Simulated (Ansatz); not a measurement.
Cartesian coordinates in Å:
```
N -0.606 1.566 -0.174
W 0.028 -0.063 -0.093
N 0.195 -0.644 1.549
O 1.759 -0.085 -0.884
O -1.189 -1.194 -1.021
H -0.974 2.434 0.179
H 0.157 -0.600 2.554
H 2.038 0.641 -1.446
H -1.407 -2.057 -0.664
```

Total charge 0; spin multiplicity 1. W: def2 effective core potential.

Problem. List the r2SCAN/def2-TZVPP orbital energies in eV (Ansatz). (Estimate.)

Solution. Computed: Occupied: -516.09, -516.09, -384.85, -384.85, -80.69, -44.44, -44.28, -44.24, -26.02, -25.82, -20.40, -20.11, -13.07, -13.01, -12.11, -11.46, -9.75, -9.40, -9.28, -8.20, -7.59, -7.22, -6.84, -6.52. Lowest empty: -1.33, -1.09, -0.43, -0.15, 0.15, 0.34, 1.56, 2.08.
